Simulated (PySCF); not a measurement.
## Working out the excitation energy of Be

Be [He] 2s2 (1S) → Be [He] 2p2 (3P). Calculation: PySCF 2.14, in x2c-TZVPPall (5s3p1d, 19 functions); the spin-free X2C one-electron Hamiltonian (Gaussian nucleus). Frozen: nothing. Energies in hartree (1 hartree = 27.21139 eV):

```json
{"part": "UHF", "Be (lower)": "-14.575079", "Be (upper)": "-14.337000"}
{"part": "MP2 opposite-spin", "Be (lower)": "-0.053768", "Be (upper)": "-0.027373"}
{"part": "MP2 same-spin", "Be (lower)": "-0.000924", "Be (upper)": "-0.005830"}
```

**Question.** What does Hartree-Fock give?

**Answer.** (-14.337000) − (-14.575079) = 0.238079 hartree = 6.478 eV.

**Question.** What do MP2 and SCS-MP2 (6/5 opposite-spin, 1/3 same-spin) give?

**Answer.** The opposite-spin parts differ by 0.718 eV and the same-spin parts by -0.133 eV. MP2: 6.478 + (0.718) + (-0.133) = 7.063 eV. SCS-MP2: 6.478 + 1.2 × (0.718) + (-0.133)/3 = 7.295 eV.

Measured between the centres of the two terms (NIST): 7.401 eV, so MP2 (valence and next inner shell) is off by -0.338 eV.

What remains against the reference includes basis incompleteness and correlation beyond second order.
